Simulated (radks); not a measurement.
Values are calculated unless marked as measured or tabulated.
Problem. Neutral zinc, [Ar] 3d10 4s2. Level of theory: non-relativistic Kohn-Sham, r2SCAN, spin-polarised, spherical densities, point nucleus; meta-GGA in the generalised Kohn-Sham scheme (a radial shooting solver on a logarithmic mesh with Libxc functionals). Every spin shell is full or empty, so the densities are truly spherical. Functionals are evaluated on that one density, not self-consistently. Rank these orbital-free kinetic functionals by their error against the exact value of the orbitals, and give that value: Thomas-Fermi, von Weizsacker, TF + vW/9, TF + vW/5, revAPBEK, Thakkar, Pearson, LKT, PG1, Ernzerhof.

Solution. Exact: 1778.17 hartree. From best to worst, with 100 (|E| - |E exact|)/|E exact| (equal figures are ties): revAPBEK +0.25, Ernzerhof -0.46, Thakkar -0.53, TF + vW/9 -0.85, Pearson -1.27, TF + vW/5 +3.54, Thomas-Fermi -6.33, PG1 +18.52, LKT +23.38, von Weizsacker -50.62.
